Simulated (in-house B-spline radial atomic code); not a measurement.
Sr⁸⁺. Computed with a B-spline radial atomic code. Model: all-electron spherical atom, spin shells full or empty, radial basis limit, no spin-orbit coupling: exact exchange with a local potential (Slater, KLI or optimised effective potential, whose far tail is KLI's), no correlation.

The run also made RPA and GW results, which its time includes.

The Slater potential averages the orbital exchange potentials with the orbital densities as weights, KLI adds orbital constants, and the optimised effective potential minimises the exact-exchange energy among local potentials. So their energies lie above Hartree-Fock in the order OEP, KLI, Slater. All fall off as −1/r, unlike LDA and GGA exchange.

Command:
```bash
python run_gw.py task.json out
```
Settings (lengths in bohr, energies in hartree):
```
Z                      38
electrons              30
configuration          [Ar] 3d10 4s2
hamiltonian            nr
method                 oep
lmax                   9
spin_polarised         False
box_radius             7.7
intervals              69
ion_configuration      [Ar] 3d10 4s1
```

Run time, properties included: 12 s on 1 thread of Arm Neoverse N1, with other jobs on the host.

Given: hamiltonian non-relativistic; mean-field start exchange-only OEP.

Computed: energy above Hartree-Fock 9.0859 millihartree; virial ratio -E/T less 1 0.

```json
{"radius (bohr)": "0.00132", "r times exchange potential (hartree bohr)": "-0.040563"}
{"radius (bohr)": "0.00162", "r times exchange potential (hartree bohr)": "-0.049736"}
{"radius (bohr)": "0.00199", "r times exchange potential (hartree bohr)": "-0.061015"}
{"radius (bohr)": "0.00245", "r times exchange potential (hartree bohr)": "-0.074964"}
{"radius (bohr)": "0.00301", "r times exchange potential (hartree bohr)": "-0.091814"}
{"radius (bohr)": "0.0037", "r times exchange potential (hartree bohr)": "-0.11236"}
{"radius (bohr)": "0.00455", "r times exchange potential (hartree bohr)": "-0.13724"}
{"radius (bohr)": "0.0056", "r times exchange potential (hartree bohr)": "-0.16727"}
{"radius (bohr)": "0.00688", "r times exchange potential (hartree bohr)": "-0.20265"}
{"radius (bohr)": "0.00846", "r times exchange potential (hartree bohr)": "-0.24424"}
{"radius (bohr)": "0.0104", "r times exchange potential (hartree bohr)": "-0.29188"}
{"radius (bohr)": "0.0128", "r times exchange potential (hartree bohr)": "-0.34528"}
{"radius (bohr)": "0.0157", "r times exchange potential (hartree bohr)": "-0.40136"}
{"radius (bohr)": "0.0194", "r times exchange potential (hartree bohr)": "-0.45957"}
{"radius (bohr)": "0.0238", "r times exchange potential (hartree bohr)": "-0.51002"}
{"radius (bohr)": "0.0293", "r times exchange potential (hartree bohr)": "-0.5464"}
{"radius (bohr)": "0.036", "r times exchange potential (hartree bohr)": "-0.55527"}
{"radius (bohr)": "0.0443", "r times exchange potential (hartree bohr)": "-0.52852"}
{"radius (bohr)": "0.0544", "r times exchange potential (hartree bohr)": "-0.49444"}
{"radius (bohr)": "0.0669", "r times exchange potential (hartree bohr)": "-0.53839"}
{"radius (bohr)": "0.0823", "r times exchange potential (hartree bohr)": "-0.67817"}
{"radius (bohr)": "0.101", "r times exchange potential (hartree bohr)": "-0.82351"}
{"radius (bohr)": "0.124", "r times exchange potential (hartree bohr)": "?"}
{"radius (bohr)": "0.153", "r times exchange potential (hartree bohr)": "-0.9621"}
{"radius (bohr)": "0.188", "r times exchange potential (hartree bohr)": "-0.89672"}
{"radius (bohr)": "0.232", "r times exchange potential (hartree bohr)": "?"}
{"radius (bohr)": "0.285", "r times exchange potential (hartree bohr)": "-0.94963"}
{"radius (bohr)": "0.35", "r times exchange potential (hartree bohr)": "-1.2031"}
{"radius (bohr)": "0.431", "r times exchange potential (hartree bohr)": "-1.36"}
{"radius (bohr)": "0.529", "r times exchange potential (hartree bohr)": "-1.3895"}
{"radius (bohr)": "0.651", "r times exchange potential (hartree bohr)": "-1.2707"}
{"radius (bohr)": "0.801", "r times exchange potential (hartree bohr)": "-1.0105"}
{"radius (bohr)": "0.985", "r times exchange potential (hartree bohr)": "-0.81338"}
{"radius (bohr)": "1.21", "r times exchange potential (hartree bohr)": "-0.91581"}
{"radius (bohr)": "1.49", "r times exchange potential (hartree bohr)": "-1.0025"}
{"radius (bohr)": "1.83", "r times exchange potential (hartree bohr)": "-1.0148"}
{"radius (bohr)": "2.25", "r times exchange potential (hartree bohr)": "-1.0093"}
```

(1) What belongs in the row 0.124?

(2) What belongs in the row 0.232?

```
occupied  level (hartree)  Hartree-Fock level (hartree)
      1s          -578.95                       -588.58
      2s          -81.651                       -85.166
      2p                ?                             ?
      3s          -16.826                       -18.112
      3p          -14.306                       -15.318
      3d          -9.7555                       -10.339
      4s           -5.651                       -5.6504
```

(3) What belongs in the row 2p?

```tsv
empty	level (hartree)
4p	-4.9168
4d	?
5s	-2.9552
5p	-2.6589
4f	-2.6375
```

(4) What belongs in the row 4d?

Results:

(1) r times exchange potential (hartree bohr): -0.92635.

(2) r times exchange potential (hartree bohr): -0.79957.

(3) level (hartree): -74.81; Hartree-Fock level (hartree): -77.779.

(4) level (hartree): -3.7305.

The highest level, 4s, differs from Hartree-Fock by -0.017 eV and the deepest, 1s, by +262 eV: a local potential can match the highest level but can't give each shell its own exchange.
